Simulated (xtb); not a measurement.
Input for xtb: GFN2-xTB on C2H3ClO (a complex), monomers drawn apart or pushed together.

```
$ xtb mol.xyz --gfn 2 --sp --chrg 0 --uhf 0
7

C      0.16091069     0.53450818     0.03766911
O     -0.42834911    -0.07465605    -0.70153484
C      1.09427449     0.39929098     3.22323465
Cl     0.11193302    -1.03106120     2.76104897
H      0.58132316     0.91794363     4.02745590
H      2.06806382     0.05017873     3.55301128
H      1.18798903     1.03724688     2.34995354
```

It printed:

```
[...]
           -------------------------------------------------
          |                Calculation Setup                |
           -------------------------------------------------



molecular fragmentation (1/2 indicates fragments):
1122222
# atoms in fragment 1/2:     2     5
 fragment masses (1/2) :       28.01       50.49
CMA distance (Bohr)    :   6.482
constraining FC (au)   :  0.0500

           -------------------------------------------------
          |                 G F N 2 - x T B                 |
           -------------------------------------------------

        Reference                      10.1021/acs.jctc.8b01176
      * Hamiltonian:
        H0-scaling (s, p, d)           1.850000    2.230000    2.230000
        zeta-weighting                 0.500000
      * Dispersion:
        s8                             2.700000
        a1                             0.520000
        a2                             5.000000
        s9                             5.000000
      * Repulsion:
        kExp                           1.500000    1.000000
        rExp                           1.000000
      * Coulomb:
        alpha                          2.000000
        third order                    shell-resolved
        anisotropic                    true
        a3                             3.000000
        a5                             4.000000
        cn-shift                       1.200000
        cn-exp                         4.000000
        max-rad                        5.000000


          ...................................................
          :                      SETUP                      :
          :.................................................:
          :  # basis functions                  25          :
          :  # atomic orbitals                  24          :
          :  # shells                           12          :
          :  # electrons                        24          :
          :  max. iterations                   250          :
          :  Hamiltonian                  GFN2-xTB          :
          :  restarted?                      false          :
          :  GBSA solvation                  false          :
          :  PC potential                    false          :
          :  electronic temp.          300.0000000     K    :
          :  accuracy                    1.0000000          :
          :  -> integral cutoff          0.2500000E+02      :
          :  -> integral neglect         0.1000000E-07      :
          :  -> SCF convergence          0.1000000E-05 Eh   :
          :  -> wf. convergence          0.1000000E-03 e    :
          :  Broyden damping             0.4000000          :
          :  net charge                          0          :
          :  unpaired electrons                  0          :
          ...................................................

 iter      E             dE          RMSdq      gap      omega  full diag
   1    -14.4540693 -0.144541E+02  0.624E+00    5.26       0.0  T
   2    -14.4605399 -0.647055E-02  0.374E+00    5.17       1.0  T
   3    -14.4586547  0.188521E-02  0.778E-01    3.87       1.0  T
   4    -14.4615213 -0.286669E-02  0.338E-01    3.87       1.0  T
   5    -14.4617891 -0.267716E-03  0.156E-01    3.78       1.0  T
   6    -14.4617872  0.187150E-05  0.103E-01    3.81       1.0  T
   7    -14.4618178 -0.306197E-04  0.693E-02    3.80       1.0  T
   8    -14.4618338 -0.159647E-04  0.400E-02    3.83       1.0  T
   9    -14.4618430 -0.920122E-05  0.164E-02    3.82       2.3  T
  10    -14.4618442 -0.125573E-05  0.925E-03    3.82       4.1  T
  11    -14.4618447 -0.451644E-06  0.415E-03    3.82       9.1  T
  12    -14.4618448 -0.104999E-06  0.113E-03    3.82      33.5  T
  13    -14.4618448 -0.798541E-08  0.325E-04    3.82     116.2  T
  14    -14.4618448 -0.696360E-09  0.182E-05    3.82    2077.3  T

   *** convergence criteria satisfied after 14 iterations ***

         #    Occupation            Energy/Eh            Energy/eV
      -------------------------------------------------------------
         1        2.0000           -1.0525524             -28.6414
       ...           ...                  ...                  ...
         6        2.0000           -0.6087355             -16.5645
         7        2.0000           -0.5170296             -14.0691
         8        2.0000           -0.5169829             -14.0678
         9        2.0000           -0.5018026             -13.6547
        10        2.0000           -0.4677533             -12.7282
        11        2.0000           -0.4154442             -11.3048
        12        2.0000           -0.4153862             -11.3032 (HOMO)
        13                         -0.2750139              -7.4835 (LUMO)
        14                         -0.2735688              -7.4442
        15                         -0.1629965              -4.4354
        16                          0.0204051               0.5553
        17                          0.0207533               0.5647
       ...                                ...                  ...
        24                          0.8299978              22.5854
      -------------------------------------------------------------
                  HL-Gap            0.1403724 Eh            3.8197 eV
             Fermi-level           -0.3452000 Eh           -9.3934 eV

 SCC (total)                   0 d,  0 h,  0 min,  0.006 sec
 SCC setup                      ...        0 min,  0.000 sec (  2.446%)
 Dispersion                     ...        0 min,  0.000 sec (  1.230%)
 classical contributions        ...        0 min,  0.000 sec (  0.536%)
 integral evaluation            ...        0 min,  0.001 sec ( 13.224%)
 iterations                     ...        0 min,  0.004 sec ( 59.914%)
 molecular gradient             ...        0 min,  0.001 sec ( 20.663%)
 printout                       ...        0 min,  0.000 sec (  1.672%)

         :::::::::::::::::::::::::::::::::::::::::::::::::::::
         ::                     SUMMARY                     ::
         :::::::::::::::::::::::::::::::::::::::::::::::::::::
         :: total energy             -14.335380907227 Eh    ::
         :: gradient norm              0.013185934718 Eh/a0 ::
         :: HOMO-LUMO gap              3.819726257482 eV    ::
         ::.................................................::
         :: SCC energy               -14.461843715471 Eh    ::
         :: -> isotropic ES            0.004576880463 Eh    ::
         :: -> anisotropic ES         -0.001928274601 Eh    ::
         :: -> anisotropic XC          0.006406273799 Eh    ::
         :: -> dispersion             -0.002881248213 Eh    ::
         :: repulsion energy           0.126462808243 Eh    ::
         :: add. restraining           0.000000000000 Eh    ::
         :: total charge              -0.000000000000 e     ::
         :::::::::::::::::::::::::::::::::::::::::::::::::::::

           -------------------------------------------------
          |                Property Printout                |
           -------------------------------------------------

    * Orbital Energies and Occupations

         #    Occupation            Energy/Eh            Energy/eV
      -------------------------------------------------------------
         1        2.0000           -1.0525524             -28.6414
         2        2.0000           -0.7919054             -21.5488
         3        2.0000           -0.6504326             -17.6992
         4        2.0000           -0.6177740             -16.8105
         5        2.0000           -0.6092059             -16.5773
         6        2.0000           -0.6087355             -16.5645
         7        2.0000           -0.5170296             -14.0691
         8        2.0000           -0.5169829             -14.0678
         9        2.0000           -0.5018026             -13.6547
        10        2.0000           -0.4677533             -12.7282
        11        2.0000           -0.4154442             -11.3048
        12        2.0000           -0.4153862             -11.3032 (HOMO)
        13                         -0.2750139              -7.4835 (LUMO)
        14                         -0.2735688              -7.4442
        15                         -0.1629965              -4.4354
        16                          0.0204051               0.5553
        17                          0.0207533               0.5647
        18                          0.0262532               0.7144
        19                          0.0263136               0.7160
        20                          0.1115418               3.0352
        21                          0.1517510               4.1294
        22                          0.2044050               5.5621
        23                          0.2099910               5.7141
        24                          0.8299978              22.5854
      -------------------------------------------------------------
                  HL-Gap            0.1403724 Eh            3.8197 eV
             Fermi-level           -0.3452000 Eh           -9.3934 eV

     #   Z          covCN         q      C6AA      α(0)
     1   6 C        0.856     0.046    33.728     9.691
     2   8 O        0.856    -0.050    15.801     5.329
     3   6 C        3.661    -0.030    21.399     6.637
     4  17 Cl       0.887    -0.207   105.637    15.724
     5   1 H        0.925     0.076     2.020     2.223
     6   1 H        0.925     0.076     2.020     2.223
     7   1 H        0.925     0.089     1.889     2.149

 Mol. C6AA /au·bohr⁶  :        831.512488
 Mol. C8AA /au·bohr⁸  :      23931.890542
 Mol. α(0) /au        :         43.975538


Wiberg/Mayer (AO) data.
largest (>0.10) Wiberg bond orders for each atom

 ---------------------------------------------------------------------------
     #   Z sym  total        # sym  WBO       # sym  WBO       # sym  WBO
 ---------------------------------------------------------------------------
     1   6 C    2.624 --     2 O    2.606
     2   8 O    2.611 --     1 C    2.606
     3   6 C    3.927 --     6 H    0.988     5 H    0.988     7 H    0.982
                             4 Cl   0.964
     4  17 Cl   0.996 --     3 C    0.964
     5   1 H    0.994 --     3 C    0.988
     6   1 H    0.994 --     3 C    0.988
     7   1 H    0.992 --     3 C    0.982
 ---------------------------------------------------------------------------

Topologies differ in total number of bonds
Writing topology from bond orders to xtbtopo.mol

molecular dipole:
                 x           y           z       tot (Debye)
 q only:        0.529       0.747       0.291
   full:        0.325       0.524       0.059       1.576
molecular quadrupole (traceless):
                xx          xy          yy          xz          yz          zz
 q only:        0.252       0.916      -2.325       4.283       5.674       2.073
  q+dip:        0.389      -0.217      -3.077       3.773       4.754       2.688
   full:        0.481      -0.151      -2.510       3.242       4.321       2.028


           -------------------------------------------------
          | TOTAL ENERGY              -14.335380907227 Eh   |
          | GRADIENT NORM               0.013185934718 Eh/α |
          | HOMO-LUMO GAP               3.819726257482 eV   |
           -------------------------------------------------

------------------------------------------------------------------------
------------------------------------------------------------------------
 total:
 SCF:
Note: The following floating-point exceptions are signalling: IEEE_UNDERFLOW_FLAG IEEE_DENORMAL
normal termination of xtb
```

The run finished.

Cost: about 0.07 core-seconds (a rough figure).
